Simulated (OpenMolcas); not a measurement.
## Potential curves of GeO: spin–orbit levels

Computed with OpenMolcas 26.06: state-averaged CASSCF(8,7) over Ge 4s 4p, O 2p, XMS-CASPT2 (IPEA 0.25, imaginary shift 0.2 hartree), scalar X2C, ANO-RCC-VTZP, then RASSI spin–orbit state interaction with atomic mean-field integrals. C2 symmetry about the axis (a holds Σ, Δ, Γ; b holds Π, Φ, H; Σ⁺ and Σ⁻ are not told apart); roots by multiplicity and irrep: 1a 4, 3a 4, 3b 2, 1b 2.

XMS-CASPT2 energies with spin–orbit state interaction in eV from the lowest point. Curves are followed by energy order within each symmetry, so they are adiabatic and may change character at avoided crossings; for Ω = 0 the + and − levels are counted together.

```csv
R (Å),(1)Ω=0,(1)Ω=1,(2)Ω=0,(2)Ω=1,(1)Ω=2,(1)Ω=3,(3)Ω=0,(4)Ω=0,(3)Ω=1
1.399,2.134,6.750,6.711,8.199,6.790,8.763,6.712,8.271,8.268
1.481,0.786,5.221,5.181,6.171,5.264,6.661,5.182,6.175,6.507
1.554,0.198,4.442,4.401,4.960,4.487,5.441,4.403,4.964,5.372
1.627,0.000,4.045,4.003,4.192,4.091,4.663,4.004,4.196,4.591
1.708,0.089,3.702,3.705,3.902,3.949,4.158,3.859,3.860,4.083
1.790,0.375,3.472,3.476,3.835,3.858,3.914,3.902,3.903,3.946
1.904,0.962,3.437,3.441,3.775,3.796,3.856,3.984,4.026,4.032
2.050,1.840,3.673,3.677,3.979,3.996,4.062,4.148,4.199,4.206
2.278,3.180,4.307,4.311,4.569,4.572,4.653,4.675,4.744,4.752
2.603,4.730,5.290,5.294,5.506,5.473,5.590,5.536,5.633,5.641
3.091,6.131,6.354,6.346,6.510,6.387,6.584,6.433,6.576,6.580
```

Q: With masses 73.921 and 15.995 u, fit the curves (1)Ω=0, (1)Ω=3 near their minima.

A: At XMS-CASPT2 with spin–orbit state interaction, Te from the lowest curve (the fit fixes ωe to a per cent or two; the method's Re and ωe can be off by some per cent):

| curve | Te (cm⁻¹) | Re (Å) | ωe (cm⁻¹) |
| --- | --- | --- | --- |
| (1)Ω=0 | 0 | 1.641 | 962.6 |
| (1)Ω=3 | 31050 | 1.871 | 606.4 |

The 9 lowest clean curves are shown; the next is (2)Ω=2, from 3.99 eV. Only roots inside an energy window near the equilibrium distance were included, so the list of states is not complete; labels number the states computed. Each spin and symmetry block has orbitals of its own, averaged over its own roots, so gaps between blocks are less sure than gaps within one and near the minimum can be off by tenths of an eV, in bad cases by more. No Rydberg orbitals are active, so Rydberg states, and σ→σ* states whose orbital the CASSCF left unused, can be missing between those listed. CASPT2 splits the two components of degenerate states numerically, here by up to 63 cm⁻¹. At stretched bonds a block can hold a wrong CASSCF solution and miss its lowest state; points past a visible jump are left out. Points that failed a check (symmetry, reference weights, a jump) are left out.
